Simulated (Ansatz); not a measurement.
# Energy profile

The step: CH₃F ([CH3][F]) + H → CH₂F ([CH2][F]) + H₂; bonds formed: H1–H4; bonds broken: H1–C2 (atoms numbered as in the saddle structure below).

```
atom    x (Å)    y (Å)    z (Å)
  H1   0.2908   0.5280   0.6964
  C2  -0.2124  -0.2154  -0.3453
  F3   0.7105  -1.1507  -0.6398
  H4   0.6748   0.9924   1.3927
  H5  -0.3376   0.5019  -1.1556
  H6  -1.1261  -0.6562   0.0516
```

Electronic energies by CCSD(T) at an estimated basis limit (MP2 extrapolated from triple and quadruple zeta, plus CCSD(T) − MP2 in triple zeta), on PBE0-D4/def2-TZVP structures; CH₄F, doublet; no counterpoise correction; spin–orbit coupling, which lowers free halogen atoms and radicals such as OH and SH, is left out. Ansatz 0.2.0; basis: def2-TZVPP and def2-QZVPP; cores frozen in the correlated methods; orbitals are unrestricted. Extrapolation: Hartree–Fock as exp(−7.88 √X), correlation as X^−2.97.

Task: Give the profile in kJ/mol, counted from the separated reactants. (To be estimated.)

Result: The calculation gives:
| point | kJ/mol |
| --- | --- |
| separated: CH₃F (linked as [CH3][F]; H1, C2, F3, H5, H6; singlet) + H (H4; doublet) | 0.0 |
| start structure | -0.6 |
| saddle | 55.9 |
| end structure | -4.5 |
| separated: H₂ (H1, H4; singlet) + CH₂F (linked as [CH2][F]; C2, F3, H5, H6; doublet) | -3.1 |

T1 diagnostic: at most 0.016. ⟨S²⟩ of the unrestricted Hartree–Fock references: 0.75 to 0.79 (a pure state has 0.75).

For scale, one of the runs: CCSD(T)/def2-TZVPP, 118 basis functions, launched by `ansatz run in.yaml --threads 2 --pin off --events-out ev --progress --plain --max-ram 4352MiB`. Time: 16 s of wall clock on 2 CPU threads of an Arm Neoverse V2; the host was shared. Peak host memory: 1.1 GiB.
